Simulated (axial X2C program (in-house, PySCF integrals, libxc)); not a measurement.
RuSi⁺: properties at the nuclei

Computed with an in-house all-electron X2C program for linear molecules (integrals from PySCF): two-component X2C with atomic mean-field Coulomb and Gaunt terms, Gaussian nuclei, basis Ru dyall-cv3z, Si dyall-v3z with contracted cores.

R = 2.147 Å (near the PBE0 minimum at charge 1 of the determinant lowest at the starting distance; the state shown can have its own minimum elsewhere).

Input and command:
```json
{"zs": [44, 14], "q": 1, "bas": ["dyall-cv3z", "dyall-v3z"], "r0": 2.41, "levels": ["PBE0", "HF", "PBE", "LDA", "B3LYP"], "nst": 3}
```
```bash
python soeom.py task.json out
```

Keys: zs atomic numbers; q charge; bas basis sets; r0 starting distance in Å; levels methods; nst determinants followed.

Determinant lowest in the PBE0 search, Ω = 5/2 (⟨Sz⟩ = 0.50, ⟨Lz⟩ = 2.00 at PBE0), spin on the atoms Ru 0.86, Si -0.36:

```csv
level,Eeff magnitude (GV/cm),Ws magnitude Ru (kHz),A∥/gI Ru (MHz),qzz Ru (a.u.),A∥/gI Si (MHz),qzz Si (a.u.)
PBE0,1.11,0.272,11.3,0.62,-15.5,-1.09
HF,1.84,0.497,-265,1.02,-72.8,-1.13
PBE,0.521,0.125,144,0.16,-10,-0.97
LDA,0.366,0.0882,191,0.01,-11.2,-0.98
B3LYP,0.94,0.221,59.6,0.46,-16.2,-1.10
```

Determinant 0.01 eV from it at PBE0 and this distance, Ω = 3/2 (⟨Sz⟩ = 1.50, ⟨Lz⟩ = 0.00 at PBE0), spin on the atoms Ru 1.53, Si -0.04:

```tsv
level	Eeff magnitude (GV/cm)	Ws magnitude Ru (kHz)	A∥/gI Ru (MHz)	qzz Ru (a.u.)	A∥/gI Si (MHz)	qzz Si (a.u.)
PBE0	3	0.939	1390	-3.96	28.4	-1.84
HF	5.53	1.87	564	-3.63	-114	-2.15
PBE	2.09	0.65	1540	-4.11	39	-1.63
LDA	2.03	0.625	1680	-4.19	44	-1.61
B3LYP	2.7	0.848	1480	-4.05	34.3	-1.82
```

Eeff is the effective electric field on the electron electric dipole moment in this Ω state and Ws the scalar–pseudoscalar constant of the nucleus named (defined with the proton number Z and per Ω); A∥ (defined per Ω) follows by multiplying with gI = μI/(I μN); qzz is the electric field gradient, eQq0 = 234.96 MHz × Q/barn × qzz. The operators were transformed with the bare-nucleus X2C matrices; with these basis sets, hyperfine constants and field gradients can be off by tens of per cent, and where levels differ in sign neither size nor sign is settled.

Each state is one determinant with collinear spin, which with several unpaired electrons need not be a pure state. Unrestricted Hartree–Fock can overshoot spin polarisation at the nuclei. With several open shells hyperfine constants can be off by a factor of several. Where Eeff spreads by more than a factor of two the levels disagree and none is to be relied on. In the state Ω = 5/2 the atomic spins oppose each other (0.86, -0.36): a broken-symmetry determinant whose values are not spin-projected. At HF a later determinant lies lower. States lie within half an eV, so the first need not be the ground state. Further determinants of the search, some of them spin-mixed, are not shown. Where a field gradient or hyperfine factor spreads by more than a factor of two over the levels, a constant derived from it is not to be relied on. PBE0 term energies can be off by some tenths of an eV.
